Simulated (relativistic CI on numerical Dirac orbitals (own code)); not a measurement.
Hyperfine structure of Mn³⁺, mass number 53

Method of calculation: Dirac-Coulomb-Breit CI, orbitals from a KLI potential per configuration, QED by a radiative potential, valence Slater integrals scaled by 0.85, P86 correlation energy added to each configuration (own radial code, finite nucleus).

Configuration list (outside the closed core [Ne] 3s2): 3p⁶3d⁴, 3p⁶3d³4s, 3p⁶3d³4p, 3p⁶3d³4d, 3p⁵3d⁵, 3p⁶3d³5s, 3p⁶3d³5p, 3p⁶3d³4f, 3p⁶3d³5d, 3p⁶3d²4s4p, 3p⁶3d³5f, 3p⁶3d³5g, 3p⁶3d²4s², 3p⁶3d4s²4p, 3p⁶3d4s²4d, 3p⁶3d4s²5s, 3p⁶3d4s²5p, 3p⁶3d²4p², 3p⁶3d4s4p², 3p⁶3d4p³, 3p⁶3d4p²4d, 3p⁶3d4p²5s, 3p⁶3d4p²5p, 3p⁶3d²4s4d, 3p⁶3d4s4p4d, 3p⁶3d4s4d², 3p⁶3d4s4d5s, 3p⁶3d4s4d5p. Double excitations out of closed p, d and f shells are left out; levels of such configurations are missing from the list, as are those of other unlisted configurations, and high levels can miss mixing partners.

Nuclear spin I = 7/2, μ = 5.033 μN, Q = 0.17 b (tables of Stone and Pyykkö). The electronic factors are computed for point nuclear moments, without core polarisation; leaving it out makes A of s and p electrons in near-neutral atoms 20 to 40 % too small, and it can dominate for d and f shells.

```csv
Level,E (eV),A (MHz),B (MHz)
3p⁶3d⁴ ⁵D1,0.0113,153.8,38
3p⁶3d⁴ ⁵D2,0.0331,209.3,23.4
3p⁶3d⁴ ⁵D3,0.0643,286.8,-27.2
3p⁶3d⁴ ⁵D4,0.1035,381.8,-110
3p⁶3d⁴ ³H4,2.4812,698.2,51.8
3p⁶3d⁴ ³H5,2.5025,612.6,53.5
3p⁶3d⁴ ³H6,2.5253,595.1,53.2
3p⁶3d⁴ ³P1,2.7260,277.5,-3.57
```

Levels with J = 0, under 50 % of one LS term, or S terms without an open s electron are left out. Small factors come from cancelling terms and can be off by tens of per cent or more.

For a near-neutral ion this model can misplace configurations by up to about 10,000 cm⁻¹ (more where the count of f electrons changes) and terms by 10 to 25 % of their spread. Rates follow the energies as ν³ (E1, M1) or ν⁵ (E2), so they and the lifetimes can be off by large factors. The fine structure of a lone outer electron comes out too small, for d and f at times inverted, and misplaced configurations move strength between like terms. 64 of the 66 excited levels that our extract of the measured tables holds in this range could be paired (the sources list more); they are missed by 987 cm⁻¹ on average and 1841 at most, and levels without a partner can miss by more.

Give the hyperfine levels of 3p⁶3d⁴ ⁵D3 relative to its centre of gravity.

With K = F(F + 1) − I(I + 1) − J(J + 1), E = AK/2 + B[¾K(K + 1) − I(I + 1)J(J + 1)]/[2I(2I − 1)J(2J − 1)]: F = 1/2: -3886, F = 3/2: -3451, F = 5/2: -2727, F = 7/2: -1717, F = 9/2: -422.2, F = 11/2: 1153, F = 13/2: 3004 MHz.
